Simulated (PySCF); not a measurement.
Job for PySCF: R-MP2/6-31G* on BGeH5 (SMILES [BH2][GeH3]), a point of a torsion scan.

```python
from pyscf import gto, scf, dft, mp
from pyscf.data.elements import chemcore

mol = gto.M(
    atom='''
    B     1.24179481   -0.07598271    0.00683786
    Ge   -0.74782744    0.07205745    0.03566855
    H     1.92449219    0.86860586   -0.04722469
    H     1.75897444   -1.12225151    0.01402693
    H    -1.36654746   -0.18436923   -1.30438994
    H    -1.47104388   -0.90356675    0.91013834
    H    -1.33755040    1.39127127    0.42309102
    ''',
    basis='6-31g*',
    cart=True,
    charge=0, spin=0, verbose=3, max_memory=1800)
mf = scf.RHF(mol)
mf.conv_tol = 1e-8
mf.max_cycle = 100
mf.kernel()
if not mf.converged:
    mf = mf.newton().run(mf.mo_coeff, mf.mo_occ)
pt = mp.MP2(mf, frozen=chemcore(mol)).run()
```

The log:

```
converged SCF energy = -2102.61469266167
E(RMP2) = -2102.94202894679  E_corr = -0.327336285120027
E(SCS-RMP2) = -2102.93018883119  E_corr = -0.315496169521315
```

The calculation finished and met its thresholds.

Cost: about 0.6 core-seconds (a rough figure).
